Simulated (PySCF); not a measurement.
**Ionisation energy of O²⁺ by level of theory**

O²⁺ [He] 2s2 2p2 (3P) → O³⁺ [He] 2s2 2p1 (2P), as a difference of total energies. Computed with PySCF 2.14 in def2-TZVPPD (6s4p3d1f, 40 functions), with the non-relativistic Hamiltonian (point nucleus). Correlated levels: valence: 1s2 frozen; valence and next inner shell: nothing frozen. The calculations carry no spin-orbit coupling.

```tsv
method	ionisation energy (eV)
UHF	54.606
LDA	55.417
PBE	55.270
PBE0	55.303
r2SCAN	55.601
HSE06	55.312
B2PLYP	55.191
BLYP	55.265
PW91	55.404
MP2 (valence)	54.971
SCS-MP2 (valence)	54.831
MP2 (valence and next inner shell)	54.987
SCS-MP2 (valence and next inner shell)	54.843
```

**Question.** How much does correlation contribute at MP2 (valence and next inner shell)?

**Answer.** 54.987 − (54.606) = 0.381 eV, measured against UHF.

A first-order spin-orbit estimate (lowest level to lowest level, LS coupling) adds -0.005 eV.

Errors of the correlated levels include the incompleteness of this basis and the frozen core.

For comparison: 54.936 eV (semi-empirical (NIST evaluation); NIST Atomic Spectra Database, ionization energies).
